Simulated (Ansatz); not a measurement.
Reaction (ligand exchange at the Si–C bond): `CNC([SiH3])S` + `[OH][Sc]([F])[Cl]` → `[F][Sc]([Cl])[O][SiH3]` + `CNCS`

Isolated molecules relaxed with PBE0-D4/def2-TZVP in Ansatz; ΔE leaves out vibrations. CCSD(T)/CBS is the MP2 limit (def2-TZVPP, def2-QZVPP) plus CCSD(T) − MP2 in def2-TZVPP, frozen cores. For Sc outer-core shells are correlated without core-valence functions, which leaves a few kJ/mol of doubt a bond. Scalar relativity is left out up to krypton. One conformer a species, not always the lowest.

```tsv
species	SCS-MP2/def2-TZVPP energy (Eh)
`CNC([SiH3])S`	-822.81939
`[OH][Sc]([F])[Cl]`	-1395.44003
`[F][Sc]([Cl])[O][SiH3]`	-1685.72182
`CNCS`	-532.58341
```

Task: Work out ΔE.

Result: ΔE = (-1685.72182) + (-532.58341) − (-822.81939) − (-1395.44003) = -0.04581 Eh = -1.25 eV. CCSD(T)/CBS gives -1.19 eV.

Largest T1 diagnostic among the species: 0.016.

From PBE to PBE0 (25 % exact exchange), in def2-TZVPP and without D4, ΔE moves by −0.06 eV. The D4 term adds +0.11 eV with B3LYP and +0.06 eV with PBE0; it sums over pairs of atoms, weighted by their polarisabilities, and B3LYP, whose exchange is more repulsive, gets the larger term. In def2-TZVPP, CCSD(T) changes the Hartree–Fock value by +0.36 eV (the triples alone add +0.05 eV) and MP2 by +0.38 eV.

B3LYP here is the variant with VWN-RPA as its local correlation; programs differ in this.
